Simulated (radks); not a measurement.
Q: All-electron atom: the zinc ion Zn17+ in [Ne] 3s2 3p1. All-electron calculation, non-relativistic Kohn-Sham, r2SCAN, spin-unpolarised, spherical densities, point nucleus; meta-GGA in the generalised Kohn-Sham scheme. Program: a radial shooting solver on a logarithmic mesh with Libxc functionals. Some entries of the table are withheld. Estimate them.

orbital  occ.  eigenvalue (eV)  <1/r> (bohr^-1)
1s          2        -10080.01              (1)
2s          2              (2)            6.532
2p          6        -1633.531            6.471
3s          2        -634.4240            2.498
3p          1        -590.1162            2.440
3d          0        -524.1064              (3)
4s          0        -307.9056            1.311
4p          0              (4)              (5)

A: 
(1) 1s <1/r> (bohr^-1): 29.51
(2) 2s eigenvalue (eV): -1765.937
(3) 3d <1/r> (bohr^-1): 2.317
(4) 4p eigenvalue (eV): -290.5897
(5) 4p <1/r> (bohr^-1): 1.279
